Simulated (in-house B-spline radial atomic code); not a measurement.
Results of a calculation; reference values are marked as such.
**Work function and surface energy of Tl in the stabilised jellium model**

The positive ions are smeared into a uniform slab; the electrons are solved self-consistently in the LDA (PW92) on a fine grid across the film. Stabilised jellium adds, inside the slab, the constant potential −n de/dn that makes the bulk stable at the metal's density. No lattice, so no dependence on crystal face. Atomic units unless named. The numbers below are for the stabilised model.

Tl: 3 valence electrons per atom, density 11.8 g/cm³, mass 204.38 u, so r_s = 2.49 bohr. Thick-film values are averages over eight films of 5 to 5.44 Fermi wavelengths, one period of the size oscillation.

Across the edge of the background of the film of 5 Fermi wavelengths (z = 0, vacuum at z > 0):

```
z (bohr)   n/n_bulk  V − E_F (hartree)
   -8.15     0.9904             -0.297
   -6.11      1.013            -0.2975
   -4.08     0.9798            -0.2964
   -2.85       1.04            -0.2985
   -1.63     0.9807            -0.2988
   -0.82      0.746            -0.2765
     0.0     0.4224            -0.1754
    0.82     0.1874           -0.05878
    1.63    0.07528         -0.0002507
    2.85    0.01705            0.05534
    4.08   0.003564            0.08918
    6.11  0.0002558             0.1192
```

(1) The electrons that spill out make a dipole barrier Δφ = 2.676 eV. Assemble the work function.

(2) The surface energy has the parts (J/m²): kinetic -1.471, exchange-correlation 1.313, electrostatic 0.281, stabilising term 0.496. What is the total, and what does its sign mean?

(3) What barrier would the Schottky-Mott rule give for electrons at a contact to n-type Ge, whose electron affinity is 4.0 eV (NSM archive of the Ioffe Institute)?

## Answers

(1) k_F = 1.91916/2.49 = 0.7707, so k_F²/2 = 8.082 eV, and the LDA gives v_xc = -7.951 eV in the bulk; the stabilising potential is -1.39 eV. Measured from the bulk electrostatic potential the Fermi level lies at 8.082 + (-7.951) + (-1.39) = -1.259 eV, so Φ = Δφ − that = 2.676 − (-1.259) = 3.93 eV; the films' Fermi levels give 3.93 eV. Measurement gives about 3.84 eV (table in Wikipedia's article on work functions); the other model gives 3.60 eV.

(2) The sum is 0.619 J/m². The kinetic part is negative since spilling out relaxes the electrons, while exchange-correlation and electrostatics cost energy, and the stabilising term adds 0.496. A positive total means that making surface costs energy; the other model gives 0.086 J/m².

(3) Φ_B = Φ − χ is 3.93 − 4.0 = -0.07 eV with the model's value and 3.84 − 4.0 = -0.16 eV with the measured one (the middle, for a range); a negative value would mean an ohmic contact. Real barriers on covalent semiconductors follow the metal only weakly, since states induced in the gap pin the Fermi level.
